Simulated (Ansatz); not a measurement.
Consider the formal exchange of groups at a Ge–C bond: `O[SiH2][CH2][GeH2][OH]` + `N=CO` → `N=[C](O)[GeH2][OH]` + `C[SiH2]O`.

Computed with Ansatz on PBE0-D4/def2-TZVP structures; ΔE is electronic, products minus reactants. CBS: MP2 limit from def2 TZ/QZ plus the TZ coupled-cluster correction, frozen cores. This one scheme is used for every species. DFT in def2-TZVPP. B3LYP here is the variant with VWN-RPA as its local correlation; programs differ in this. For Ge outer-core shells are correlated without core-valence functions, which leaves a few kJ/mol of doubt a bond. Scalar relativity is left out up to krypton. Each species was taken in one conformer, which may not be the lowest.

```csv
level,ΔE (kcal/mol),difference from CCSD(T)/CBS
PBE-D4,7.9,-1.6
PBE0-D4,9.1,-0.4
ωB97X-V,8.7,-0.8
ωB97M-V,9.0,-0.5
B3LYP,6.9,-2.6
HF/def2-TZVPP,8.0,-1.5
CCSD/def2-TZVPP,9.2,-0.3
HF/def2-QZVPP,7.8,-1.7
HF/CBS(def2),7.8,-1.7
MP2/CBS(def2),9.9,0.4
CCSD(T)/CBS,9.5,0
```

Largest T1 diagnostic among the species: 0.014.

In def2-TZVPP, CCSD(T) changes the Hartree–Fock value by +1.2 kcal/mol (the triples alone add +0.0 kcal/mol) and MP2 by +1.6 kcal/mol. From PBE to PBE0 (25 % exact exchange), in def2-TZVPP and without D4, ΔE moves by +1.2 kcal/mol. The D4 term adds +1.5 kcal/mol with B3LYP and +0.8 kcal/mol with PBE0; it sums over pairs of atoms, weighted by their polarisabilities, and B3LYP, whose exchange is more repulsive, gets the larger term.
